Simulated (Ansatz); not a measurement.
Saddle point of Si$_{2}$N$_{2}$H$_{10}$, singlet (Si₂NH₇ ([NH2][SiH2][SiH3]) + NH₃ → SiN₂H₆ ([NH2][SiH2][NH2]) + SiH₄; bonds formed: Si1–N7, Si2–H6; bonds broken: Si1–Si2, H6–N7), PBE0-D4/def2-TZVP structure:

```
14
angstrom
Si -0.1028 -1.1294 -0.4629
Si 0.3014 1.2076 1.5452
H -0.1675 -2.1955 -1.5133
H 0.6092 -1.7259 0.6834
N -1.6785 -0.5168 -0.4671
H 1.1401 0.6995 -0.4899
N 1.1111 0.0058 -1.3247
H 1.1416 0.7715 2.7181
H -1.0994 1.0288 2.0955
H 0.4254 2.7107 1.5899
H -1.9870 0.1351 0.2367
H -2.4197 -1.0393 -0.9069
H 0.7122 0.4514 -2.1472
H 2.0139 -0.4034 -1.5566
```

Energies are electronic, without zero-point energy. Barriers and step energies count from the start structure reached by relaxing down the imaginary mode; all methods use the PBE0-D4 structures, on which another method's saddle can fall below an end. Computed with Ansatz 0.2.0 (basis: def2-TZVPP, with def2-QZVPP for the basis limit); correlated methods freeze the cores. B3LYP uses VWN-RPA correlation. Extrapolation: Hartree–Fock as exp(−7.88 √X), correlation as X^−2.97.

```tsv
method	barrier (kcal/mol)	step energy (kcal/mol)
SPW92	22.45	-8.78
PBE-D4	28.62	-8.59
BLYP-D4	31.08	-12.27
r2SCAN-D4	31.52	-12.19
B97M-V	?	-12.14
PBE0-D4	31.15	-10.17
B3LYP-D4	33.12	-13.36
r2SCAN0-D4	32.83	-12.86
BHLYP-D4	?	-15.05
CAM-B3LYP-D4	34.42	-14.98
wB97X-V	?	-13.00
wB97M-V	33.29	-13.83
B2PLYP	35.00	-14.71
PBE-QIDH	33.87	-12.67
RPA on PBE	35.86	-13.70
HF	44.20	-19.44
MP2	34.85	-14.88
CCSD	36.87	-14.33
CCSD(T)	35.14	-13.47
```

Fill in the withheld barriers. (To be estimated.)

Computed: wB97X-V 36.03; B97M-V 33.68; BHLYP-D4 36.29 kcal/mol. Each is the energy of the saddle less that of the start structure, by the same method.

For comparison, the barrier by CCSD(T) at an estimated basis limit (MP2 extrapolated from triple and quadruple zeta, plus CCSD(T) − MP2 in triple zeta) is 35.18 kcal/mol.

T1 diagnostic: at most 0.012.

Labels in which every atom is bracketed show which atoms are joined, not bond orders.

For scale, one of the runs: CCSD(T)/def2-TZVPP, 286 basis functions, launched by `ansatz run in.yaml --threads 8 --pin off --events-out ev --progress --plain --max-ram 19148MiB`. The run took 2.2 min on 8 CPU threads of an Arm Neoverse V1 (shared host), with 8.2 GiB of host memory at its peak.
